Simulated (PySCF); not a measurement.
Species: C₅H₃N₂S (doublet state).
Geometry (GFN2-xTB, Å), atoms numbered from 1 in this order:
```xyz
11
C5H3N2S angstrom
C     -1.121   -0.900    1.334
N     -1.319    0.315    0.865
C     -0.584    0.994   -0.058
S     -1.064    2.550   -0.478
C      0.537    0.411   -0.633
C      1.535    0.009   -1.203
C      2.638   -0.501   -1.802
N      3.573   -0.952   -2.302
H     -1.793   -1.304    2.065
H     -0.285   -1.474    0.977
H     -2.112    0.855    1.209
```

The hyperfine couplings belong to this conformer and change with its torsions.

Identity: `C(C(N[CH2])=S)#CC#N` [radical].

Method: PySCF, UKS B3LYP, pcH-1 on C H N S, non-relativistic, mean-field spin-orbit, GIAO. One conformer (not necessarily the lowest) at the GFN2-xTB geometry, without solvent, vibrations or thermal averaging. Couplings are sensitive to structure, and on GFN2-xTB geometries they can be far from those on DFT ones. No stability test was run, so a lower SCF solution isn't excluded. ⟨S²⟩ is 0.775 where a pure state has 0.75.

The largest Mulliken spin populations are on C1 (+0.59) and S4 (+0.46). The angles at C1 add up to 360.0°, so it is planar.

Find Q in a(H) = Q·ρ(C) for the protons on the planar carbons that carry spin.

```tsv
H	C	ρ(C)	a(H) (G)	a/ρ (G)
H9	C1	+0.594	-14.28	-24.0
H10	C1	+0.594	-13.99	-23.5
```

These protons share one ρ (within 0.01), so their mean ratio, Q = -23.8 G, is no test of linearity. In McConnell's picture π spin on carbon polarises the C–H bond and leaves opposite spin at the proton, which makes Q negative, as found here.

Couplings in gauss use g_iso = 2.0125.
